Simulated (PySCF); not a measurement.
## Electronic structure of Mg (magnesium, neutral) at the UHF level

Configuration: [Ne] 3s1 3p1, high-spin 3P determinant (an excited configuration). Calculation: PySCF 2.14, in dyall-av3z (20s13p6d4f, 117 functions); scalar relativity by spin-free X2C-1e.

```
Total energy                                                  : -199.855445 hartree
One-electron energy                                           : -279.1738 hartree
Hartree (Coulomb) energy                                      : 95.3958 hartree
Exchange energy                                               : -16.0775 hartree
⟨S²⟩                                                          : 2.0000
⟨L²⟩                                                          : 2.039
Sum of ⟨r⟩                                                    : 12.89 bohr
Sum of ⟨r²⟩                                                   : 35.11 bohr²
Traceless quadrupole moment −½Σ⟨3z² − r²⟩ along its main axis : -8.71 e·bohr²
Langevin diamagnetic susceptibility                           : -27.8 ×10⁻⁶ cm³/mol
```

```json
{"shell": "1s α", "electrons": "1", "mean orbital energy (hartree)": "-49.17417", "spread (hartree)": "0", "rms radius, mean of both spins (bohr)": "0.151"}
{"shell": "1s β", "electrons": "1", "mean orbital energy (hartree)": "-49.16552", "spread (hartree)": "0", "rms radius, mean of both spins (bohr)": "0.151"}
{"shell": "2s α", "electrons": "1", "mean orbital energy (hartree)": "-3.83863", "spread (hartree)": "0", "rms radius, mean of both spins (bohr)": "0.755"}
{"shell": "2s β", "electrons": "1", "mean orbital energy (hartree)": "-3.82120", "spread (hartree)": "0", "rms radius, mean of both spins (bohr)": "0.755"}
{"shell": "2p α", "electrons": "3", "mean orbital energy (hartree)": "-2.34065", "spread (hartree)": "0.00554", "rms radius, mean of both spins (bohr)": "0.771"}
{"shell": "2p β", "electrons": "3", "mean orbital energy (hartree)": "-2.33003", "spread (hartree)": "0.00767", "rms radius, mean of both spins (bohr)": "0.771"}
{"shell": "3s α", "electrons": "1", "mean orbital energy (hartree)": "-0.34169", "spread (hartree)": "0", "rms radius, mean of both spins (bohr)": "3.36"}
{"shell": "3p α", "electrons": "1", "mean orbital energy (hartree)": "-0.18387", "spread (hartree)": "0", "rms radius, mean of both spins (bohr)": "4.37"}
```

Spin-orbit constants ζ (cm⁻¹) from the X2C one-electron operator on these orbitals: bare nucleus, nucleus screened by l(l+1)(2l+1)/3 electrons, and screened by the Breit-Pauli mean field of the electrons.

| shell | bare | screened nucleus | mean field |
| --- | --- | --- | --- |
| 2p | 1760 | 1467 | 1335 |
| 3p | 43.66 | 36.38 | 32.09 |

To first order the Landé constant is A = 16.04 cm⁻¹, so the lowest level has J = 0 and lies 0.00398 eV below the centre of the term. This holds in LS coupling only.
